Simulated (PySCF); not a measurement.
# `InChI=1S/C5H11NOSi/c1-3(7)4-2-5(4)8-6/h4-5H,2,6,8H2,1H3/t4-,5-/m0/s1`

Geometry (Å), atoms numbered from 1 in this order:
```xyz
19

C     2.453   -1.235   -0.463
C     1.063   -0.725   -0.172
O     0.102   -1.465   -0.128
C     0.945    0.719    0.059
C     0.169    1.168    1.280
C    -0.434    1.333   -0.064
Si   -1.910    0.264   -0.582
N    -2.505   -0.596    0.787
H     3.117   -0.982    0.361
H     2.834   -0.756   -1.363
H     2.438   -2.312   -0.604
H     1.811    1.310   -0.215
H    -0.229    0.393    1.916
H     0.550    2.028    1.813
H    -0.429    2.338   -0.465
H    -2.981    1.232   -0.867
H    -1.607   -0.452   -1.826
H    -3.466   -0.895    0.749
H    -1.931   -1.357    1.116
```

Method used: TDDFT B3LYP/def2-SVPD circular dichroism and optical rotation, one conformer, gas phase (PySCF). Geometry: GFN2-xTB.

The molecule is flexible and this is one conformer; a measurement averages over conformers. States above about 6.9 eV (minus the energy of the highest occupied orbital) lie near or above the ionisation threshold and depend on the basis.

Stereocentres: C4 S, C6 S.

(1) What is the specific rotation at 633, 589.3, 546, 436, 405, 365, 355 nm?

(2) And for the mirror image at 589.3 nm?

(3) What is the molar rotation [Φ] = [α]·M/100 of the geometry above at 589.3 nm?

Results:

(1) [α] in deg dm⁻¹ (g/mL)⁻¹:
```csv
λ (nm),origin-invariant length gauge,modified velocity gauge,length gauge (centre of mass),isotropic polarisability (au)
633,+55.6,+57.1,+56.3,96.8
589.3,+68.5,+70.2,+69.3,97.2
546,+86.8,+88.7,+87.8,97.7
436,+196.6,+198.7,+198.3,99.8
405,+272.6,+274.5,+274.8,100.7
365,+469.7,+470.0,+472.6,102.4
355,+555.5,+555.0,+558.7,103.0
```

(2) -68.5 deg dm⁻¹ (g/mL)⁻¹ (origin-invariant length gauge): the same size and the opposite sign.

(3) With M = 129.23 g/mol, +88.6 deg cm² dmol⁻¹ (origin-invariant length gauge).

The first excitation lies at 4.64 eV (267 nm) with R = +12.0 × 10⁻⁴⁰ esu² cm² (velocity form).
